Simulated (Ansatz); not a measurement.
C2H5BrOSi can be A, `C[Si]1(Br)CO1`, or B, `O=C([SiH3])CBr`.

Isolated molecules relaxed with PBE0-D4/def2-TZVP in Ansatz; ΔE leaves out vibrations. CBS: MP2 limit from def2 TZ/QZ plus the TZ coupled-cluster correction, frozen cores. DFT in def2-TZVPP. B3LYP here is the variant with VWN-RPA as its local correlation; programs differ in this. For Br outer-core shells are correlated without core-valence functions, which leaves a few kJ/mol of doubt a bond. Scalar relativity is left out up to krypton. Each species was taken in one conformer, which may not be the lowest.

Task: Which is lower in electronic energy at CCSD(T)/CBS, and by how much? (An estimate is asked.)

Result: The calculation gave: A, by 211.5 kJ/mol.

Task: Give E(B) − E(A) in kJ/mol with PBE-D4, CCSD(T)/def2-SVP, HF/def2-TZVPP, CCSD(T)/def2-TZVPP, ωB97M-V, B3LYP-D4, B2PLYP. (Estimate.)

Result: Ansatz gave: PBE-D4 203.8, CCSD(T)/def2-SVP 152.7, HF/def2-TZVPP 187.0, CCSD(T)/def2-TZVPP 202.3, ωB97M-V 214.1, B3LYP-D4 196.9, B2PLYP 204.7. None reverses the order clearly.

Task: Does the order hold for the free energy at 298.15 K (harmonic terms from PBE0-D4)? (An estimate is asked.)

Result: Ansatz gave: Yes: G(B) − G(A) = +189.0 kJ/mol, for one conformer each. Modes under 60 cm⁻¹, often nearly free rotors, make the harmonic entropy too high.

Largest T1 diagnostic: 0.012.

Leaving LDA and LC-ωPBE aside and taking each functional with its dispersion term where it has one, the values, not all of them listed here, spread over 42.4 kJ/mol, from BLYP-D4 to r2SCAN0-D4. LDA lies +15.7 kJ/mol from PBE without D4. From r2SCAN to r2SCAN0 (25 % exact exchange), in def2-TZVPP and without D4, E(B) − E(A) moves by +6.5 kJ/mol.
